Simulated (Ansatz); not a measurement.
Abridged output of a molecular run in Ansatz:

```
Functional definition: HF
1861 factors; integrals over basis functions are off by at most 9.4e-4 eV
mean field evaluation 1: about -33340.7540 eV, gradient 5.7e1 eV
mean field evaluation 2: about -33341.0902 eV, gradient 5.7e1 eV
mean field evaluation 4: about -33347.4794 eV, gradient 4.1e0 eV
mean field evaluation 8: about -33347.5639 eV, gradient 3.2e-1 eV
mean field -33347.56424124 eV, -1225.5003820747 hartree, gradient 6.3e-6 eV, S^2 0.000000; 0 other end points of the search recorded, 0 dependent functions left out
18 core orbitals not correlated: weight in the atoms' cores, before any rotation towards them, 1.000 or more for the frozen orbitals, at most 0.000 for the correlated occupied ones
reference -33347.56424124 eV, -1225.5003820747 hartree; 19, 19 occupied and 280, 280 virtual orbitals, 1861 factors
second order -29.88507174 eV of doubles, -0.00000000 eV of singles
cycle   1  -30.56856189 eV  change   -6.8e-1 eV  update   1.1e-1
cycle   2  -31.24050953 eV  change   -6.7e-1 eV  update   3.1e-2
cycle   3  -31.37602654 eV  change   -1.4e-1 eV  update   1.6e-2
cycle   4  -31.36044956 eV  change    1.6e-2 eV  update   3.8e-3
cycle   5  -31.35953384 eV  change    9.2e-4 eV  update   1.9e-3
cycle   6  -31.36021139 eV  change   -6.8e-4 eV  update   5.9e-4
cycle   7  -31.35989085 eV  change    3.2e-4 eV  update   2.3e-4
cycle   8  -31.35984892 eV  change    4.2e-5 eV  update   6.9e-5
cycle   9  -31.35987370 eV  change   -2.5e-5 eV  update   2.5e-5
perturbative correction -1.21775153 eV, -0.0447515433 hartree
Total energy: -33380.14186647 eV, -1226.6975877200 hartree
```

Its atoms:

Z-matrix (Å, degrees):
```
Si
O 1 1.653
Si 1 2.341 2 104.8
N 1 1.715 2 117.3 3 117.5
H 1 1.488 2 109.8 3 -123.5
H 2 0.959 1 118.0 3 171.9
N 3 1.711 1 106.2 2 121.3
Cl 3 2.087 1 107.5 2 -115.9
H 3 1.482 1 117.1 2 1.3
H 4 1.008 1 121.1 2 -62.6
H 4 1.007 1 121.8 2 89.7
H 7 1.008 3 120.8 1 -172.7
H 7 1.009 3 118.3 1 44.2
```

(1) Which basis set was used?
A. def2-SVPD
B. cc-pV(D+d)Z
C. def2-SVP
D. def2-TZVPP

(2) Write the keys of the input that set method, charge and spin (a neutral closed shell needs none for the last two).

## Answers

(1) D. It gives 317 functions.

(2) 
```yaml
correlation: {method: ccsd_t}
```
